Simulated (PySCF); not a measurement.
Cl2HNOW, SMILES [NH]=[W](=[O])([Cl])[Cl], multiplicity 1.

The structure is a stationary point at PBE-D3(BJ)/def2-SVP. The spin state was assumed, not searched. The structure was generated by enumeration; whether it is a known compound was not checked. The def2 effective core potentials stand for the cores of W; spin–orbit coupling is left out.

Computed with PBE/def2-TZVP (PySCF).

The molecule is in vacuum.

Computed frontier levels, gap, dipole moment and polarisability:
| Property | Result |
|---|---|
| highest occupied level | -7.38 eV |
| lowest empty level | -3.63 eV |
| orbital gap | 3.75 eV |
| dipole moment | 1.41 D |
| quadrupole, principal values (traceless, Buckingham form, about the centre of nuclear charge) | -7.05, -2.15, 9.20 D·Å |
| mean static polarisability | 74.8 bohr³ (11.08 Å³) |
| polarisability, principal values | 64.0, 76.4, 83.9 bohr³ |
